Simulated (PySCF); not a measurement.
difluorosilyl(difluoro)silane (F4H2Si2), SMILES F[SiH](F)[SiH](F)F.

Coordinates come from a r2SCAN-D4/def2-SVP optimisation. Other conformers were not sampled.

Two levels are set side by side: TDDFT-PBE/def2-SVPD (PySCF) and TDDFT-ωB97X/def2-SVPD (PySCF). Vertical, same geometry. The lowest singlet is HOMO→LUMO 99 % with PBE and HOMO→LUMO+1 97 % with the other functional; states are paired by order. Differences are taken from unrounded values.

```json
[
 {"quantity": "lowest singlet excitation (eV)", "TDDFT-PBE": "5.95"},
 {"quantity": "lowest triplet excitation (TDA) (eV)", "TDDFT-PBE": "5.25"},
 {"quantity": "first bright state (f over 0.05) (eV)", "TDDFT-PBE": "8.12"},
 {"quantity": "its oscillator strength", "TDDFT-PBE": "0.33"}
]
```

Problem. These are the TDDFT-PBE values. What does TDDFT-ωB97X give? (An estimate is asked for; the answer gives what the named calculation found.)

Solution. 
```json
[
 {"quantity": "lowest singlet excitation (eV)", "TDDFT-ωB97X": "6.77", "TDDFT-PBE minus TDDFT-ωB97X": "-0.83"},
 {"quantity": "lowest triplet excitation (TDA) (eV)", "TDDFT-ωB97X": "5.98", "TDDFT-PBE minus TDDFT-ωB97X": "-0.73"},
 {"quantity": "first bright state (f over 0.05) (eV)", "TDDFT-ωB97X": "6.93", "TDDFT-PBE minus TDDFT-ωB97X": "1.19"},
 {"quantity": "its oscillator strength", "TDDFT-ωB97X": "0.10", "TDDFT-PBE minus TDDFT-ωB97X": "0.24"}
]
```

A lower first singlet is the usual sign of a functional without exact exchange. Differences between two approximate levels are no errors against the true value.

Rough cost on one machine, each run with all the roots and properties that it gave: TDDFT-ωB97X against TDDFT-PBE about 9 times.
